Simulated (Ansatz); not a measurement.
Geometry optimisation, RKS BHLYP/def2-SVP in Ansatz.

The input (input.yaml):

```yaml
crystal:
  periodic: [false, false, false]
  atoms:
    - { symbol: Si, position_ang: [-1.6432, -0.0975, 1.3071] }
    - { symbol: Si, position_ang: [0.2513, -1.0787, 0.9091] }
    - { symbol: B, position_ang: [1.3816, 0.1162, -0.1022] }
    - { symbol: Ge, position_ang: [0.9122, 0.8037, -1.9024] }
    - { symbol: H, position_ang: [-1.45, 1.1642, 2.0562] }
    - { symbol: H, position_ang: [-2.3174, 0.3139, 0.0103] }
    - { symbol: H, position_ang: [-2.5512, -0.9503, 2.0519] }
    - { symbol: H, position_ang: [0.0578, -2.2803, 0.12] }
    - { symbol: H, position_ang: [0.8944, -1.4053, 2.2319] }
    - { symbol: H, position_ang: [2.4556, 0.4472, 0.388] }
    - { symbol: H, position_ang: [0.33692, 0.16164, -0.62707] }
    - { symbol: H, position_ang: [1.8875, 0.3558, -2.9509] }
    - { symbol: H, position_ang: [0.7075, 2.3669, -1.8805] }
basis:
  gaussian: { orbitals: def2-SVP }
hamiltonian:
  xc: { name: BHLYP }
relax:
  f_tol: 0.02
  max_steps: 50
```

Run as:

```bash
$ ansatz run input.yaml --threads 2 --pin off --max-ram 3072MiB --backend cpu --events-out ev --progress --plain --runs-dir out
```

Q: Where does it end, and by what steps?

A: The forces met the threshold. The force dipped under the threshold on the way, but the program's further checks kept it going. After 34 steps the energy has fallen by 5.059 eV; H11 moved furthest, 2.08 Å. Parted: B3–H11 (1.17 → 3.03 Å).

```tsv
step	energy less start (eV)	largest force component (eV/Å)	accepted
0	0.0000	6.082	yes
2	-2.1246	0.987	yes
4	-3.1667	1.776	yes
6	-4.3485	0.708	yes
8	-4.7420	0.426	yes
10	-4.9546	0.529	yes
12	-5.0297	0.129	yes
14	-5.0439	0.120	yes
16	-5.0471	0.057	yes
18	-5.0494	0.086	yes
20	-5.0507	0.138	yes
22	-5.0534	0.093	yes
24	-5.0560	0.046	yes
26	-5.0181	0.565	no
28	-5.0576	0.054	yes
30	-5.0583	0.040	yes
32	-5.0588	0.032	yes
34	-5.0590	0.015	yes
```

```xyz
13
Properties=species:S:1:pos:R:3
Si -1.716 -0.137 1.728
Si 0.243 -1.158 0.886
B 1.308 0.311 0.039
Ge 1.176 0.834 -1.957
H -1.368 0.881 2.748
H -2.462 0.529 0.632
H -2.590 -1.160 2.349
H -0.181 -2.209 -0.074
H 0.931 -1.812 2.029
H 2.042 0.961 0.730
H -0.060 0.258 -2.662
H 2.418 0.266 -2.666
H 1.181 2.355 -2.170
```

Run time: 2.3 min on 2 threads of Intel(R) Xeon(R) Platinum 8488C (Sapphire Rapids), with other jobs on the host, peak memory 0.36 GiB.
